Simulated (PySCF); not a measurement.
**Relaxation of singlet HScO**

Level of theory: PySCF, PBE0, basis Sc def2-TZVP, O def2-TZVP, H def2-TZVP (no relativity, density fitting). A (50,194) grid was used.

A hand-made bent start, of Cs symmetry, held to at least that symmetry:

```xyz
3
charge 0 multiplicity 1, angstrom
Sc    0.3418    0.0000   -0.2730
O    -1.0753    0.0000    0.7193
H     1.8163    0.0000    0.7594
```

Problem. What forces act on the atoms at the start (eV/Å)?

Solution. 
```json
{"atom": "Sc1", "Fx": "-2.56", "Fy": "0.00", "Fz": "1.52"}
{"atom": "O2", "Fx": "2.05", "Fy": "0.00", "Fz": "-1.66"}
{"atom": "H3", "Fx": "0.50", "Fy": "0.00", "Fz": "0.14"}
```

Problem. What does it relax to?

Solution. It ends at Cs with Sc–H 1.884 Å, Sc–O 1.659 Å; H–Sc–O 119.5°. No frequency check is given, so it may be a saddle point.

Problem. How much energy is released, and in how many steps?

Solution. 13.8 kJ/mol in 5 steps.
